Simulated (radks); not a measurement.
Charge is removed step by step from the 5p down level of neutral osmium, starting from [Kr] 4d10 4f14 5s2 5p(up 3, down 3) 5d6 6s2. Calculated with a radial shooting solver on a logarithmic mesh with Libxc functionals: scalar-relativistic Kohn-Sham, LDA (Slater exchange, Perdew-Wang correlation), spin-polarised, spherical densities, finite nucleus; open shells are filled with parallel spins first (spin-orbit coupling, left out, can overturn this in heavy ions); Fermi nuclear charge, rms radius 5.4126 fm.

removed (e),E - E(0) (eV),eigenvalue (eV),E minus straight line (eV)
0,0.000,-49.802,0.000
0.1,5.029,-50.904,-0.528
0.2,10.170,-52.031,-0.945
0.3,15.425,-53.182,-1.248
0.4,20.795,-54.356,-1.435
0.5,26.284,-55.551,-1.503
0.6,31.894,-56.766,-1.451
0.7,37.626,-58.000,-1.276
0.8,43.482,-59.253,-0.978
0.9,49.465,-60.523,-0.553
1,55.575,-61.810,0.000

Removing the whole electron costs 55.575 eV by Delta-SCF, against 49.802 eV from minus the eigenvalue at the starting occupation. Slater's transition state (half an electron removed) gives 55.551 eV. Integrating minus the eigenvalue over the occupation (Janak's theorem) gives 55.636 eV. In this scalar-relativistic scheme the density is built from large components alone, so the theorem holds only approximately. The mean slope of the eigenvalue, de/dn, is 12.0 eV per electron.
